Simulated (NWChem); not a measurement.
System meant: Si₂NH₅F₂; SMILES N[Si@@H](F)[SiH2]F

Here is an NWChem input.

```
start job
memory heap 200 mb stack 900 mb global 1100 mb
geometry units angstroms noautosym nocenter noautoz
  N      1.569248    -1.315470     0.215301
  Si     0.008240    -0.870543    -0.345020
  F     -1.212215    -1.762886     0.266132
  Si    -0.458364     1.332200     0.302095
  F      0.553087     2.350016    -0.459440
  H      1.868112    -1.143091     1.167277
  H      2.064952    -2.100223    -0.190830
  H      0.012523    -1.103182    -1.812021
  H     -1.853950     1.719257    -0.043536
  H     -0.273211     1.501043     1.772609
end
basis spherical
  * library 6-31g*
end
dft
  xc m06-l
  iterations 150
end
property
  shielding
end
task dft property
```

End of the output:

```
 Vector   32  Occ=0.000000D+00  E= 5.091960D-02
              MO Center= -2.7D-01,  4.5D-01,  5.7D-02, r^2= 4.9D+00
   Bfn.  Coefficient  Atom+Function         Bfn.  Coefficient  Atom+Function
  ----- ------------  ---------------      ----- ------------  ---------------
    24      1.555803   2 Si s                56     -1.325544   4 Si s
    58      1.004590   4 Si py               26      0.850283   2 Si py
    20      0.434845   2 Si s                52     -0.436720   4 Si s
    59      0.376323   4 Si pz                6     -0.357765   1 N  s
    22      0.337718   2 Si py               82      0.319786   7 H  s

 center of mass
 --------------
 x =  -0.02188408 y =   0.07550433 z =  -0.01602333

 moments of inertia (a.u.)
 ------------------
        1038.733914927220         -32.110577854567          31.494378805292
         -32.110577854567         375.672201452758          35.750282684594
          31.494378805292          35.750282684594        1273.220148734363

     Multipole analysis of the density
     ---------------------------------

     L   x y z        total         alpha         beta         nuclear
     -   - - -        -----         -----         ----         -------
     0   0 0 0     -0.000000    -29.000000    -29.000000     58.000000

     1   1 0 0      0.496244     -0.289764     -0.289764      1.075772
     1   0 1 0     -0.489594     -1.579777     -1.579777      2.669960
     1   0 0 1      0.320628      0.103732      0.103732      0.113164

     2   2 0 0    -31.409522   -100.382242   -100.382242    169.354962
     2   1 1 0     -5.336228      1.353164      1.353164     -8.042556
     2   1 0 1      1.773020      7.035080      7.035080    -12.297139
     2   0 2 0    -34.116755   -262.366062   -262.366062    490.615369
     2   0 1 1      1.122492      4.902868      4.902868     -8.683244
     2   0 0 2    -30.993292    -39.837550    -39.837550     48.681807

          -----------------------------------------
          Chemical Shielding Tensors (GIAO, in ppm)
          -----------------------------------------

 ------------------------------------------------------------------------
  xm06: d2 not coded                    0
 ------------------------------------------------------------------------
 ------------------------------------------------------------------------
  current input line :
    25: task dft property
 ------------------------------------------------------------------------
 ------------------------------------------------------------------------
 This error has not yet been assigned to a category
 ------------------------------------------------------------------------
 For more information see the NWChem manual at https://nwchemgit.github.io

0: xm06: d2 not coded:Received an Error in Communication
```

**Question.** Can this run be used? If not, why, and what is the fix?

**Answer.** The run crashed. Cause: this functional's second derivatives, which shieldings need, aren't coded here; the fix takes a hybrid GGA instead. This input runs:
```
start job
memory heap 200 mb stack 900 mb global 1100 mb
geometry units angstroms noautosym nocenter noautoz
  N      1.569248    -1.315470     0.215301
  Si     0.008240    -0.870543    -0.345020
  F     -1.212215    -1.762886     0.266132
  Si    -0.458364     1.332200     0.302095
  F      0.553087     2.350016    -0.459440
  H      1.868112    -1.143091     1.167277
  H      2.064952    -2.100223    -0.190830
  H      0.012523    -1.103182    -1.812021
  H     -1.853950     1.719257    -0.043536
  H     -0.273211     1.501043     1.772609
end
basis spherical
  * library 6-31g*
end
dft
  xc pbe0
  iterations 150
end
property
  shielding
end
task dft property
```
It converges to -836.02093 Ha (PBE0/6-31G* (spherical d), GIAO).
